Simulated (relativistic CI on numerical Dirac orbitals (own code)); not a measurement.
# Level scheme of Ir LI

Computed by Dirac-Coulomb-Breit CI, orbitals from a KLI potential per configuration, model QED (radiative potential, 1s self-energy scaled to tabulated hydrogen-like ionisation energies), unscaled Slater integrals (own radial code, finite nucleus).

Configurations in the expansion (outside the closed core [Ne]): 3s2.3p6.3d9, 3s2.3p5.3d10, 3s.3p6.3d10, 3s2.3p6.3d8.4s, 3s2.3p6.3d8.4p, 3s2.3p4.3d10.4s, 3s2.3p6.3d8.4d, 3s2.3p4.3d10.4p, 3s2.3p5.3d9.4s, 3s2.3p6.3d8.4f, 3s2.3p4.3d10.4d, 3s.3p5.3d10.4s, 3s2.3p5.3d9.4p, 3s.3p5.3d10.4p, 3s2.3p6.3d7.4s2, 3s2.3p5.3d9.4d, 3s.3p6.3d9.4s, 3s.3p5.3d10.4d, 3s2.3p6.3d7.4s.4p, 3p6.3d10.4s, 3s2.3p5.3d9.4f, 3s2.3p6.3d8.5s, 3s2.3p6.3d7.4p2, 3s2.3p6.3d7.4s.4d, 3s.3p6.3d9.4p, 3s2.3p6.3d8.5p, 3p6.3d10.4p, 3s2.3p5.3d8.4s2, 3s2.3p6.3d8.5d, 3s2.3p6.3d7.4p.4d, 3p6.3d10.4d, 3s2.3p6.3d8.5f, 3s.3p6.3d9.4d, 3s2.3p5.3d8.4s.4p, 3s2.3p6.3d8.5g, 3s2.3p6.3d7.4d2. Levels of other configurations are missing.

| No. | Configuration | Term | J | E (eV) | % | Lifetime (s) | jj configuration (%) |
| --- | --- | --- | --- | --- | --- | --- | --- |
| 41 | 3d8(1D).4p | 2P° | 1/2 | 2032.61 | 60 | 1.67e-12 | 3d5/2^4 4p3/2 (99) |
| 42 | 3d8(3P).4p | 2P° | 3/2 | 2033.28 | 53 | 7.78e-14 | 3d5/2^4 4p3/2 (99) |
| 43 | 3d8(1S).4p | 2P° | 3/2 | 2052.39 | 50 | 4.08e-13 | 3d5/2^4 4p3/2 (98) |
| 44 | 3d8(3F).4p | 4G° | 5/2 | 2054.29 | 46 | 4.48e-13 | 3d3/2^2 3d5/2^6 4p1/2 (99) |
| 45 | 3d8(3F).4p | 2D° | 3/2 | 2058.99 | 37 | 7.64e-14 | 3d3/2^2 3d5/2^6 4p1/2 (99) |
| 46 | 3d8(1S).4p | 2P° | 1/2 | 2081.70 | 57 | 1.61e-13 | 3d3/2^2 3d5/2^6 4p1/2 (98) |
| 47 | 3d8(3F).4p | 4G° | 9/2 | 2098.88 | 68 | 1.68e-12 | 3d3/2^3 3d5/2^5 4p3/2 (100) |
| 48 | 3d8(3F).4p | 4D° | 5/2 | 2099.44 | 44 | 5.21e-13 | 3d3/2^3 3d5/2^5 4p3/2 (99) |
| 49 | 3d8(3F).4p | 4F° | 7/2 | 2100.68 | 57 | 7.40e-13 | 3d3/2^3 3d5/2^5 4p3/2 (100) |
| 50 | 3d8(3F).4p | 4D° | 3/2 | 2101.25 | 47 | 1.01e-13 | 3d3/2^3 3d5/2^5 4p3/2 (99) |
| 51 | 3d8(3P).4p | 4P° | 5/2 | 2108.14 | 44 | 3.90e-13 | 3d3/2^3 3d5/2^5 4p3/2 (99) |
| 52 | 3d8(3P).4p | 4D° | 7/2 | 2109.46 | 47 | 1.17e-12 | 3d3/2^3 3d5/2^5 4p3/2 (99) |
| 53 | 3d8(3P).4p | 2D° | 3/2 | 2111.21 | 34 | 1.03e-13 | 3d3/2^3 3d5/2^5 4p3/2 (99) |
| 54 | 3d8(3P).4p | 2P° | 1/2 | 2111.73 | 39 | 1.20e-13 | 3d3/2^3 3d5/2^5 4p3/2 (97) |
| 55 | 3d8(1G).4p | 2H° | 11/2 | 2112.88 | 86 | 1.72e-12 | 3d3/2^3 3d5/2^5 4p3/2 (99) |
| 56 | 3d8(1G).4p | 2F° | 5/2 | 2114.23 | 82 | 7.22e-14 | 3d3/2^3 3d5/2^5 4p3/2 (99) |
| 57 | 3d8(3P).4p | 2P° | 1/2 | 2116.37 | 43 | 1.35e-13 | 3d3/2^3 3d5/2^5 4p3/2 (99) |
| 58 | 3d8(3P).4p | 4D° | 5/2 | 2116.51 | 57 | 1.40e-12 | 3d3/2^3 3d5/2^5 4p3/2 (100) |
| 59 | 3d8(1G).4p | 2G° | 7/2 | 2117.59 | 51 | 7.52e-13 | 3d3/2^3 3d5/2^5 4p3/2 (99) |
| 60 | 3d8(3P).4p | 4S° | 3/2 | 2118.93 | 41 | 1.02e-12 | 3d3/2^3 3d5/2^5 4p3/2 (100) |
| 61 | 3d8(1G).4p | 2G° | 9/2 | 2119.93 | 70 | 1.58e-12 | 3d3/2^3 3d5/2^5 4p3/2 (99) |
| 62 | 3d8(3F).4d | 4P | 5/2 | 2169.72 | 39 | 1.09e-12 | 3d5/2^4 4d3/2 (98) |
| 63 | 3d8(3F).4d | 4D | 7/2 | 2172.75 | 36 | 1.04e-12 | 3d5/2^4 4d3/2 (97) |
| 64 | 3d8(3F).4d | 2H | 11/2 | 2173.67 | 46 | 9.72e-13 | 3d5/2^4 4d3/2 (99) |
| 65 | 3d8(3F).4d | 4G | 9/2 | 2176.02 | 33 | 9.62e-13 | 3d5/2^4 4d3/2 (98) |
| 66 | 3d8(1D).4d | 2D | 3/2 | 2180.39 | 51 | 1.09e-12 | 3d5/2^4 4d3/2 (96) |
| 67 | 3d8(1D).4d | 2F | 5/2 | 2181.77 | 40 | 1.01e-12 | 3d5/2^4 4d3/2 (98) |
| 68 | 3d8(3F).4p | 4F° | 3/2 | 2184.89 | 28 | 1.54e-12 | 3d3/2^2 3d5/2^6 4p3/2 (99) |
| 69 | 3d8(1D).4d | 2G | 7/2 | 2185.28 | 42 | 9.53e-13 | 3d5/2^4 4d3/2 (98) |
| 70 | 3d8(1D).4p | 2D° | 5/2 | 2186.40 | 27 | 5.06e-13 | 3d3/2^2 3d5/2^6 4p3/2 (99) |
| 71 | 3d8(1D).4d | 2P | 1/2 | 2186.71 | 37 | 9.51e-13 | 3d5/2^4 4d3/2 (99) |
| 72 | 3d8(1D).4p | 2F° | 7/2 | 2186.95 | 34 | 1.64e-12 | 3d3/2^2 3d5/2^6 4p3/2 (99) |
| 73 | 3d8(3F).4p | 4D° | 1/2 | 2187.27 | 56 | 3.05e-13 | 3d3/2^2 3d5/2^6 4p3/2 (98) |
| 74 | 3d8(3F).4d | 4H | 13/2 | 2200.02 | 86 | 3.07e-12 | 3d5/2^4 4d5/2 (99) |
| 75 | 3d8(3F).4d | 2P | 3/2 | 2200.78 | 54 | 2.58e-12 | 3d5/2^4 4d5/2 (93) |
| 76 | 3d8(3F).4d | 2F | 7/2 | 2201.12 | 54 | 3.14e-12 | 3d5/2^4 4d5/2 (97) |
| 77 | 3d8(3F).4d | 4G | 11/2 | 2202.78 | 68 | 3.05e-12 | 3d5/2^4 4d5/2 (99) |
| 78 | 3d8(1S).4d | 2D | 3/2 | 2204.91 | 54 | 1.03e-12 | 3d5/2^4 4d3/2 (89) |
| 79 | 3d8(3F).4d | 4F | 9/2 | 2205.54 | 48 | 2.72e-12 | 3d5/2^4 4d5/2 (99) |
| 80 | 3d8(3F).4d | 2D | 5/2 | 2208.00 | 49 | 2.75e-12 | 3d5/2^4 4d5/2 (98) |
| 81 | 3d8(1D).4d | 2F | 7/2 | 2211.24 | 52 | 2.86e-12 | 3d5/2^4 4d5/2 (99) |
| 82 | 3d8(1S).4p | 2P° | 3/2 | 2212.91 | 51 | 9.54e-13 | 3d3/2^2 3d5/2^6 4p3/2 (99) |
| 83 | 3d8(1D).4d | 2G | 9/2 | 2214.29 | 46 | 2.91e-12 | 3d5/2^4 4d5/2 (99) |
| 84 | 3d8(3P).4d | 2P | 1/2 | 2215.46 | 49 | 2.81e-12 | 3d5/2^4 4d5/2 (99) |
| 85 | 3d8(1D).4d | 2P | 3/2 | 2217.21 | 48 | 2.23e-12 | 3d5/2^4 4d5/2 (92) |
| 86 | 3d8(1D).4d | 2D | 5/2 | 2225.69 | 25 | 1.98e-12 | 3d5/2^4 4d5/2 (81) |
| 87 | 3d8(1S).4d | 2D | 5/2 | 2234.81 | 50 | 2.77e-12 | 3d5/2^4 4d5/2 (97) |
| 88 | 3s2.3p5.3d9.4s | 4F° | 9/2 | 2249.91 | 100 | 1.24e-12 | 3p3/2^3 3d5/2^5 4s (100) |
| 89 | 3d8(3F).4d | 4D | 3/2 | 2250.18 | 42 | 1.05e-12 | 3d3/2^3 3d5/2^5 4d3/2 (99) |
| 90 | 3d8(3F).4d | 4H | 9/2 | 2252.95 | 59 | 9.60e-13 | 3d3/2^3 3d5/2^5 4d3/2 (100) |
| 91 | 3d8(3F).4d | 4G | 7/2 | 2253.70 | 49 | 9.82e-13 | 3d3/2^3 3d5/2^5 4d3/2 (99) |
| 92 | 3s2.3p5.3d9.4s | 2F° | 7/2 | 2254.85 | 72 | 4.00e-14 | 3p3/2^3 3d5/2^5 4s (100) |
| 93 | 3d8(3F).4d | 4F | 5/2 | 2254.93 | 32 | 1.04e-12 | 3d3/2^3 3d5/2^5 4d3/2 (97) |
| 94 | 3d8(3P).4d | 4D | 1/2 | 2258.26 | 80 | 1.14e-12 | 3d3/2^3 3d5/2^5 4d3/2 (94) |
| 95 | 3d8(3P).4d | 4D | 3/2 | 2260.90 | 37 | 1.02e-12 | 3d3/2^3 3d5/2^5 4d3/2 (98) |
| 96 | 3s2.3p5.3d9.4s | 2D° | 5/2 | 2262.33 | 53 | 9.99e-14 | 3p3/2^3 3d5/2^5 4s (99) |
| 97 | 3d8(1G).4d | 2D | 5/2 | 2262.49 | 49 | 1.02e-12 | 3d3/2^3 3d5/2^5 4d3/2 (97) |
| 98 | 3d8(3P).4d | 2F | 7/2 | 2262.91 | 33 | 9.83e-13 | 3d3/2^3 3d5/2^5 4d3/2 (99) |
| 99 | 3s2.3p5.3d9.4s | 2D° | 3/2 | 2263.89 | 56 | 8.18e-14 | 3p3/2^3 3d5/2^5 4s (99) |
| 100 | 3d8(1G).4d | 2I | 11/2 | 2265.87 | 78 | 9.86e-13 | 3d3/2^3 3d5/2^5 4d3/2 (99) |
| 101 | 3d8(3P).4d | 4P | 1/2 | 2269.99 | 49 | 9.35e-13 | 3d3/2^3 3d5/2^5 4d3/2 (98) |
| 102 | 3d8(3P).4d | 4F | 5/2 | 2270.23 | 55 | 9.45e-13 | 3d3/2^3 3d5/2^5 4d3/2 (96) |
| 103 | 3d8(1G).4d | 2F | 7/2 | 2272.24 | 46 | 9.46e-13 | 3d3/2^3 3d5/2^5 4d3/2 (97) |
| 104 | 3d8(3P).4d | 4P | 3/2 | 2272.73 | 32 | 9.32e-13 | 3d3/2^3 3d5/2^5 4d3/2 (98) |
| 105 | 3d8(1G).4d | 2H | 9/2 | 2274.22 | 61 | 9.12e-13 | 3d3/2^3 3d5/2^5 4d3/2 (98) |
| 106 | 3s2.3p5.3d9.4s | 4D° | 7/2 | 2278.64 | 77 | 1.22e-13 | 3p3/2^3 3d5/2^5 4s (97) |
| 107 | 3d8(3F).4d | 4H | 11/2 | 2280.36 | 63 | 3.05e-12 | 3d3/2^3 3d5/2^5 4d5/2 (100) |
| 108 | 3d8(3F).4d | 2P | 1/2 | 2280.45 | 53 | 2.75e-12 | 3d3/2^3 3d5/2^5 4d5/2 (96) |
| 109 | 3d8(3F).4d | 2F | 5/2 | 2280.66 | 43 | 2.91e-12 | 3d3/2^3 3d5/2^5 4d5/2 (96) |
| 110 | 3d8(3F).4d | 4F | 7/2 | 2282.02 | 49 | 2.95e-12 | 3d3/2^3 3d5/2^5 4d5/2 (99) |

Energies count from the lowest computed level; ° marks odd parity; lifetimes are radiative, by E1, M1, E2, M2 decay to levels of this space only. Percentages are summed over parent terms; the parents shown are those of the largest component, closed shells are left out there. Filled j subshells are mostly left out of the jj labels.

The mean weight of the leading LS term, summed over parents, in these 70 levels is 51 %, and that of the leading jj configuration (from the same eigenvectors) 98 %, so jj coupling describes them better and the LS labels are nominal.

At this charge energies of transitions that change n are usually good to better than 1 %, and those within a shell (Δn = 0) to a few per cent.

LS names give the leading component of a level, which can be under half, so a name can repeat, a term be missing and a line seem to break the LS rules.
